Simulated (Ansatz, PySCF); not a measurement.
Energy difference 2 R1 + R2 → P1 + 2 P2, each structure at its B3LYP-D3(BJ)/def2-TZVP stationary point, reached from a drawn start (curvature not checked).
R1, H2 (SMILES [H][H]) (charge 0, multiplicity 1):
```xyz
2

H      0.000     0.000     0.372
H      0.000     0.000    -0.372
```
P1: NH3 (SMILES N), charge 0, multiplicity 1.
P2, SiH4 (SMILES [SiH4]) (charge 0, multiplicity 1):
```xyz
5

Si     0.0000     0.0000     0.0000
H      0.8547     0.8547     0.8547
H     -0.8547    -0.8547     0.8547
H     -0.8547     0.8547    -0.8547
H      0.8547    -0.8547    -0.8547
```
R2: H7NSi2 (SMILES [SiH3]N[SiH3]), charge 0, multiplicity 1.

P less R. No zero-point or thermal terms.

Cores are frozen in the correlated methods. CBS: X⁻³ extrapolation of the correlation energy, Hartree–Fock from the larger set.

Run with Ansatz (a first-principles code); PySCF for the D3/D4 terms. All values are computed, each at the level named.

PBE/def2-TZVPP gives 35.2 kJ/mol for the reaction energy.

Q: How do the other levels lie against it? Give each less PBE: PBE-D3(BJ)/def2-TZVPP, r2SCAN/def2-TZVPP, B3LYP/def2-TZVPP, wB97M-V/def2-TZVPP, B2PLYP/def2-TZVPP, MP2/CBS(cc-pV(T+d)Z, cc-pV(Q+d)Z), CCSD(T)/CBS(cc-pV(T+d)Z, cc-pV(Q+d)Z).

A: PBE-D3(BJ)/def2-TZVPP 8.2; r2SCAN/def2-TZVPP 17.4; B3LYP/def2-TZVPP 0.6; wB97M-V/def2-TZVPP 17.5; B2PLYP/def2-TZVPP 11.5; MP2/CBS(cc-pV(T+d)Z, cc-pV(Q+d)Z) 36.9; CCSD(T)/CBS(cc-pV(T+d)Z, cc-pV(Q+d)Z) 23.9 kJ/mol. 7 of 7 lie above PBE; the widest gap is to MP2/CBS(cc-pV(T+d)Z, cc-pV(Q+d)Z).
